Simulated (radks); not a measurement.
The numbers below are computed, except where a source is named.
Question: Valence configurations of Yb+ (all share [Xe]). Code: a radial shooting solver on a logarithmic mesh with Libxc functionals. Model: scalar-relativistic Kohn-Sham, LDA (Slater exchange, Perdew-Wang correlation), spin-polarised, spherical densities, point nucleus; open shells are filled with parallel spins first (spin-orbit coupling, left out, can overturn this in heavy ions). Order these by energy: 4f14 6s0.5 6p0.5; 4f12 6s1 6p2; 4f13 5d1 6s1; 4f13 6s1 6p1; 4f14 5d1; 4f13.5 5d0.5 6s1; 4f13.5 6s1 6p0.5; 4f13 6s2; 4f14 6s1; 4f14 6p1.

Answer: From the lowest, in eV above it: 4f14 6s1 0.000; 4f14 6s0.5 6p0.5 1.971; 4f13.5 5d0.5 6s1 2.041; 4f13.5 6s1 6p0.5 2.951; 4f14 5d1 2.992; 4f13 6s2 3.928; 4f14 6p1 3.946; 4f13 5d1 6s1 5.164; 4f13 6s1 6p1 7.871; 4f12 6s1 6p2 24.446. NIST lists [Xe] 4f14 6s1 as the ground configuration; this level of theory agrees among the configurations tried. The energies are those of spherical high-spin densities, not of single terms.
